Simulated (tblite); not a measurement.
Species: C6H13O2P.
Numbering: `[CH3:1][C:2](=[O:3])[P@@:4]([CH3:5])(=[O:6])[CH:7]([CH3:8])[CH3:9]` (hydrogens: H10, H11, H12 on C1; H13, H14, H15 on C5; H16 on C7; H17, H18, H19 on C8; H20, H21, H22 on C9)

Structure used (GFN2-xTB), in Å, numbered top down from 1:
```xyz
22
C6H13O2P angstrom
C      2.681   -1.123   -0.194
C      1.728   -0.294    0.596
O      1.793   -0.067    1.775
P      0.339    0.414   -0.453
C      0.513    2.221   -0.190
O      0.384    0.008   -1.865
C     -1.186   -0.116    0.463
C     -2.390    0.550   -0.186
C     -1.253   -1.634    0.359
H      3.099   -0.498   -0.984
H      2.117   -1.912   -0.692
H      3.471   -1.541    0.425
H     -0.277    2.722   -0.747
H      1.474    2.524   -0.605
H      0.466    2.480    0.863
H     -1.091    0.186    1.509
H     -2.380    1.626   -0.021
H     -2.376    0.361   -1.259
H     -3.315    0.148    0.223
H     -2.176   -2.012    0.796
H     -0.412   -2.092    0.878
H     -1.219   -1.931   -0.689
```

Calculated harmonic vibrations of the isolated species, GFN2-xTB (tblite), most abundant isotopes, no scaling. This tight-binding method is rough: wavenumbers can miss measured ones by several per cent, in bad cases by 10 to 20. One conformer, not necessarily the lowest.

Harmonic wavenumbers (cm⁻¹): 30.3, 52.4, 94.7, 116.0, 136.0, 150.6, 174.6, 198.4, 211.3, 242.8, 259.4, 261.4, 337.2, 361.4, 397.2, 465.7, 487.4, 611.0, 668.2, 748.7, 828.1, 844.9, 924.7, 941.7, 947.2, 960.0, 982.2, 1022.0, 1119.3, 1136.8, 1168.5, 1234.3, 1258.1, 1289.0, 1300.3, 1351.1, 1401.7, 1413.0, 1416.2, 1418.5, 1427.9, 1432.7, 1484.6, 1487.3, 1495.8, 1496.4, 1762.7, 2944.6, 2993.7, 3002.4, 3005.0, 3007.2, 3010.7, 3014.3, 3016.2, 3019.1, 3023.6, 3027.4, 3039.1, 3044.0.

A = 1801, B = 1106, C = 999.5 MHz; mass 148.065 u (most abundant isotopes); point group C1, symmetry number 1.

**Question.** What is the zero-point energy?

**Answer.** ½Σν̃ = 39349 cm⁻¹ = 470.71 kJ/mol.

**Question.** What is S at 273.15 K and 1 bar for an ideal gas of classical rigid rotors and harmonic oscillators?

**Answer.** Translation 169.36, rotation 122.21, vibration 160.88: S = 452.5 J/(mol K).

**Question.** And Cp and H(273.15 K) − H(0)?

**Answer.** Cp = 183.51 J/(mol K), of which vibrations give 150.25 (their classical limit is 60 R = 498.9); H(273.15 K) − H(0) = 31.69 kJ/mol without the zero-point energy, 22.60 from vibrations.

**Question.** Blend soft modes into free rotors: weight 1/[1 + (100 cm⁻¹/ν̃)⁴] for the oscillator and the rest for a rotor with moment μB/(μ + B), μ = h/(8π²ν), B = 10⁻⁴⁴ kg m². What vibrational entropy results?

**Answer.** 147.46 J/(mol K) in place of 160.88, which changes −T·S at 273.15 K by +3.67 kJ/mol.

**Question.** How do the functions run with temperature in this model?

**Answer.** 
```json
{"T (K)": "100", "S (J/(mol K))": "313.1", "Cp (J/(mol K))": "102.2", "H − H(0) (kJ/mol)": "6.54", "G − H(0) (kJ/mol)": "-24.77", "ln q(vib)": "2.75"}
{"T (K)": "200", "S (J/(mol K))": "400.4", "Cp (J/(mol K))": "152.0", "H − H(0) (kJ/mol)": "19.42", "G − H(0) (kJ/mol)": "-60.67", "ln q(vib)": "6.66"}
{"T (K)": "300", "S (J/(mol K))": "470.2", "Cp (J/(mol K))": "195.2", "H − H(0) (kJ/mol)": "36.77", "G − H(0) (kJ/mol)": "-104.29", "ln q(vib)": "10.37"}
{"T (K)": "500", "S (J/(mol K))": "589.5", "Cp (J/(mol K))": "275.6", "H − H(0) (kJ/mol)": "84.16", "G − H(0) (kJ/mol)": "-210.58", "ln q(vib)": "17.17"}
{"T (K)": "800", "S (J/(mol K))": "738.5", "Cp (J/(mol K))": "358.4", "H − H(0) (kJ/mol)": "180.27", "G − H(0) (kJ/mol)": "-410.55", "ln q(vib)": "26.36"}
{"T (K)": "1000", "S (J/(mol K))": "822.7", "Cp (J/(mol K))": "395.8", "H − H(0) (kJ/mol)": "255.88", "G − H(0) (kJ/mol)": "-566.86", "ln q(vib)": "31.92"}
```

q(vib) and H(0) count from the zero-point level.

Hindered rotation and anharmonicity are outside this model. Other conformers, if any are populated, would add a mixing term that is left out. The structure is chiral; the term R ln 2 for an equal mix with its mirror image is left out.
